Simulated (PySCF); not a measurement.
A geometry optimisation, step by step.

Species: C2H7FSSi.
Bonds: C1–S2, S2–Si3, Si3–C4, C4–F5. Hydrogens: H6, H7, H8 on C1; H9, H10 on Si3; H11, H12 on C4.

Computed by this run: PySCF, PBE0-D3(BJ)/def2-SVP geometry optimisation, gas phase; density fitting, grid level 1; the optimiser is geomeTRIC in internal coordinates, started from a GFN2-xTB structure with every atom displaced at random (about 0.01 Å). The frame can shift and turn from step to step; on so coarse a grid that alone can change the energy by a few meV, and forces under 0.02 eV/Å are noise.

Step 0: E = -23596.4201 eV, largest atomic force 2.061 eV/Å
```
atom  x, y, z in Å  |  force x, y, z in eV/Å
C1      2.433    0.286    0.077   -1.062   1.690  -0.514
S2      0.829    1.103    0.507    0.271  -0.045   0.042
Si3    -0.528   -0.488    0.010    0.687   0.720   0.987
C4     -2.212    0.211    0.382   -1.865  -0.596   0.260
F5     -3.193   -0.771    0.129    0.531   0.052   0.033
H6      2.393    0.027   -0.975    0.242  -0.267  -0.438
H7      3.203    1.042    0.246    0.176   0.048   0.017
H8      2.586   -0.551    0.699    0.359  -1.379   0.901
H9     -0.369   -0.802   -1.381   -0.009  -0.434  -1.134
H10    -0.224   -1.649    0.867   -0.079  -0.375   0.077
H11    -2.512    1.057   -0.241    0.355   0.476  -0.177
H12    -2.365    0.509    1.436    0.393   0.109  -0.055
```

Step 1: E = -23596.5858 eV, largest atomic force 0.446 eV/Å
```
atom  x, y, z in Å  |  force x, y, z in eV/Å
C1      2.217    0.910    0.214    0.052  -0.346   0.276
S2      0.612    1.659    0.640   -0.050   0.012  -0.013
Si3    -0.661    0.025    0.106   -0.153  -0.160  -0.165
C4     -2.464    0.538    0.409    0.238  -0.025  -0.071
F5     -3.252   -0.544    0.072   -0.066   0.068   0.035
H6      2.252    0.617   -0.844    0.029   0.011  -0.044
H7      2.988    1.668    0.404    0.003   0.015  -0.004
H8      2.418    0.026    0.854   -0.014   0.289  -0.223
H9     -0.515   -0.352   -1.339    0.061   0.086   0.065
H10    -0.393   -1.209    0.902    0.101   0.019   0.080
H11    -2.732    1.408   -0.213   -0.100   0.021  -0.002
H12    -2.624    0.808    1.465   -0.101   0.010   0.066
```

Step 2: E = -23596.5963 eV, largest atomic force 0.109 eV/Å
```
atom  x, y, z in Å  |  force x, y, z in eV/Å
C1      2.220    0.909    0.215   -0.011  -0.056   0.053
S2      0.602    1.644    0.632    0.039   0.025  -0.001
Si3    -0.667    0.007    0.098   -0.059  -0.083  -0.040
C4     -2.467    0.537    0.409    0.060  -0.011  -0.005
F5     -3.278   -0.531    0.082   -0.051  -0.032  -0.009
H6      2.270    0.624   -0.845    0.001   0.015  -0.008
H7      2.978    1.678    0.412   -0.006   0.016  -0.004
H8      2.435    0.033    0.846   -0.016   0.043  -0.028
H9     -0.500   -0.356   -1.344    0.003   0.022   0.013
H10    -0.369   -1.213    0.908    0.012   0.025   0.018
H11    -2.744    1.408   -0.210    0.012   0.018   0.007
H12    -2.633    0.810    1.466    0.016   0.016   0.005
```

Step 3: E = -23596.5979 eV, largest atomic force 0.036 eV/Å
```
atom  x, y, z in Å  |  force x, y, z in eV/Å
C1      2.216    0.914    0.216   -0.007   0.031  -0.017
S2      0.593    1.638    0.624   -0.001   0.019   0.001
Si3    -0.669   -0.006    0.091   -0.007  -0.027   0.000
C4     -2.463    0.533    0.409   -0.008  -0.026  -0.003
F5     -3.291   -0.526    0.090   -0.006   0.021   0.007
H6      2.275    0.634   -0.845    0.002   0.006   0.003
H7      2.966    1.690    0.419    0.001   0.000  -0.002
H8      2.434    0.040    0.845    0.003  -0.026   0.019
H9     -0.499   -0.365   -1.349   -0.004  -0.002  -0.004
H10    -0.361   -1.219    0.909   -0.001   0.008   0.001
H11    -2.735    1.407   -0.208    0.013  -0.001   0.001
H12    -2.619    0.812    1.467    0.015  -0.003  -0.005
```

Step 4: E = -23596.5987 eV, largest atomic force 0.051 eV/Å
```
atom  x, y, z in Å  |  force x, y, z in eV/Å
C1      2.213    0.922    0.217   -0.002   0.043  -0.026
S2      0.582    1.634    0.613   -0.018  -0.001  -0.007
Si3    -0.671   -0.022    0.084    0.029   0.017   0.016
C4     -2.459    0.528    0.411   -0.041  -0.022  -0.003
F5     -3.306   -0.519    0.102    0.012   0.028   0.009
H6      2.284    0.647   -0.845   -0.001  -0.003   0.004
H7      2.955    1.704    0.427    0.002  -0.005   0.003
H8      2.433    0.048    0.845    0.006  -0.030   0.019
H9     -0.504   -0.381   -1.357   -0.004  -0.014  -0.005
H10    -0.355   -1.227    0.908   -0.002  -0.006  -0.006
H11    -2.724    1.406   -0.204    0.009  -0.003  -0.003
H12    -2.600    0.812    1.469    0.009  -0.006   0.000
```

Step 5: E = -23596.5990 eV, largest atomic force 0.041 eV/Å
```
atom  x, y, z in Å  |  force x, y, z in eV/Å
C1      2.211    0.930    0.216    0.003   0.020  -0.011
S2      0.573    1.632    0.601   -0.015  -0.009  -0.011
Si3    -0.672   -0.032    0.078    0.026   0.028   0.015
C4     -2.456    0.524    0.414   -0.031  -0.010  -0.001
F5     -3.317   -0.514    0.114    0.013   0.017   0.005
H6      2.291    0.656   -0.846   -0.001  -0.004   0.002
H7      2.947    1.715    0.433    0.001  -0.004   0.004
H8      2.430    0.056    0.845    0.003  -0.011   0.005
H9     -0.510   -0.395   -1.362   -0.003  -0.013  -0.002
H10    -0.350   -1.234    0.905    0.001  -0.007  -0.006
H11    -2.716    1.404   -0.200    0.003  -0.001  -0.001
H12    -2.585    0.811    1.472    0.002  -0.005   0.001
```

Step 6: E = -23596.5990 eV, largest atomic force under 0.02 eV/Å
```
atom  x, y, z in Å  |  force x, y, z in eV/Å
C1      2.210    0.935    0.214    0.003  -0.002   0.003
S2      0.568    1.633    0.589   -0.006  -0.006  -0.009
Si3    -0.672   -0.037    0.075    0.008   0.016   0.007
C4     -2.455    0.521    0.417   -0.007   0.000   0.001
F5     -3.322   -0.512    0.122    0.005   0.001   0.000
H6      2.297    0.661   -0.847   -0.001  -0.001  -0.001
H7      2.943    1.721    0.436   -0.001  -0.001   0.001
H8      2.428    0.061    0.845    0.000   0.003  -0.004
H9     -0.516   -0.406   -1.365   -0.002  -0.007   0.001
H10    -0.344   -1.237    0.903    0.003  -0.003  -0.001
H11    -2.713    1.402   -0.196   -0.001   0.001   0.001
H12    -2.576    0.809    1.477   -0.002  -0.002   0.002
```

Problem. Summarise the path.

Solution. The energy falls by 4.13 kcal/mol from step 0 to step 6; nine tenths of that is first reached at step 1. It falls at every step. The largest force goes from 2.061 to under 0.02 eV/Å. Among the bonds Si3–H9 changes most, from 1.434 to 1.495 Å; the atoms move by 0.046 Å rms after alignment.

What follows is the cost of the whole optimisation. The run took 30 s wall on Arm Neoverse V1, one thread, shared host with 32 logical CPUs at a one-minute load of 10, and the process peaked at 0.47 GiB of memory.
